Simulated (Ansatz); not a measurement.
Tantalum pentafluoride, F₅Ta. The species carries charge 0 and has multiplicity 1. Ta: def2 effective core potential. The structure was optimised at the PBE0-D4/def2-TZVP level.

```xyz
6

F     1.723   -0.698   -0.246
Ta    0.000    0.000    0.000
F     0.141   -0.295    1.817
F     0.549    1.609   -0.719
F    -1.724    0.698    0.247
F    -0.689   -1.313   -1.099
```

What is the dipole moment at ωB97M-V/def2-TZVPP? (An estimate is asked.)

The calculation gave: 0.00 D, zero by symmetry or nearly so.

Give the Mulliken charges with ωB97M-V, r2SCAN, B3LYP in def2-TZVPP. (Estimate.)

Ansatz gave: 
| atom | ωB97M-V | r2SCAN | B3LYP |
| --- | --- | --- | --- |
| F1 | -0.31 | -0.31 | -0.32 |
| Ta2 | 1.40 | 1.43 | 1.43 |
| F3 | -0.26 | -0.27 | -0.27 |
| F4 | -0.26 | -0.27 | -0.27 |
| F5 | -0.31 | -0.31 | -0.32 |
| F6 | -0.26 | -0.27 | -0.27 |

B3LYP here is the variant with VWN-RPA as its local correlation; programs differ in this.
